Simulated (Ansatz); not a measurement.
`C[CH2][Al]([F])[Br]` + HBr → `[F][Al]([Br])[Br]` + ethane at 500 K and 1 bar (ligand exchange at the Al–C bond).

Computed with Ansatz on PBE0-D4/def2-TZVP structures; ΔE is electronic, products minus reactants. CBS: MP2 limit from def2 TZ/QZ plus the TZ coupled-cluster correction, frozen cores. This one scheme is used for every species. For Br outer-core shells are correlated without core-valence functions, which leaves a few kJ/mol of doubt a bond. Scalar relativity is left out up to krypton. One conformer a species, not always the lowest.

```tsv
species	CCSD(T)/CBS energy (Eh)	H − E (kJ/mol)	S (J/(mol·K))
`C[CH2][Al]([F])[Br]`	-2994.40172	226.7	438.2
HBr	-2573.91920	30.5	213.7
`[F][Al]([Br])[Br]`	-5488.66195	44.9	372.9
`CC`	-79.71954	220.5	259.9
```

H − E and S are ideal-gas, rigid-rotor, harmonic terms from PBE0-D4/def2-TZVP, for one conformer and one mirror image of each species. 1 Eh = 2625.50 kJ/mol, R = 8.31446 J/(mol·K).

Task: By hand: ΔE, ΔH, ΔS and ΔG.

Result: ΔE = (-5488.66195) + (-79.71954) − (-2994.40172) − (-2573.91920) = -0.06057 Eh = -159.0 kJ/mol. Δ(H − E) = 44.9 + 220.5 − 226.7 − 30.5 = 8.2, so ΔH = -150.8 kJ/mol. ΔS = 372.9 + 259.9 − 438.2 − 213.7 = -19.1 J/(mol·K). ΔG = -150.8 − 500 × (-19.1)/1000 = -141.2 kJ/mol.

Task: By hand: the equilibrium constant, and the temperature at which ΔG would vanish if ΔH and ΔS stayed fixed.

Result: log₁₀ K = −ΔG/(RT ln 10) = 14.8. ΔG = 0 at ΔH/ΔS = 7895 K, far beyond where these terms or the molecules hold.

ΔH outweighs TΔS. A doubt of 5 kJ/mol in ΔE shifts log₁₀ K by 0.5 here. Other conformers and mirror images would add mixing entropy, several J/(mol·K) or more a flexible species. Modes under 60 cm⁻¹, often nearly free rotors, make the harmonic entropy too high. These are equilibria of isolated gas molecules and say nothing of rates. Largest T1 diagnostic: 0.009 (customary marks: 0.02 for closed shells, 0.045 for open ones).
